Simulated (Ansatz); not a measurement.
Mn2S. The state is a triplet with charge 0. Geometry PBE-D4/def2-TZVP, that of the charge +1 doublet; atoms count from 1.

```xyz
3

Mn    0.959   -0.981   -0.524
Mn   -0.444    1.228   -0.491
S    -0.515   -0.247    1.015
```

The charge 0 triplet is spin-contaminated (final ⟨S²⟩ up to 6.26, 2.00 for a pure state). The structure comes from a short search, and lower isomers may exist.

Estimate the Mulliken populations from the PBE0/def2-TZVP orbitals of Ansatz.


```json
{"atom": "Mn1", "charge (e)": "0.30", "spin (α − β)": "5.84", "d electrons": "5.18"}
{"atom": "Mn2", "charge (e)": "0.34", "spin (α − β)": "-3.98", "d electrons": "5.47"}
{"atom": "S3", "charge (e)": "-0.65", "spin (α − β)": "0.14", "d electrons": "–"}
```
Mulliken values depend strongly on the basis.

Where does the spin sit?

Summed by element: Mn 1.86, S 0.14, of 2 unpaired in all. Largest on single atoms: Mn1 5.84, Mn2 -3.98, S3 0.14.

And the Mayer bond orders between heavy atoms (over 0.3)?

Mn1–Mn2 0.40 (2.62 Å); Mn1–S3 0.90 (2.25 Å); Mn2–S3 1.24 (2.11 Å).
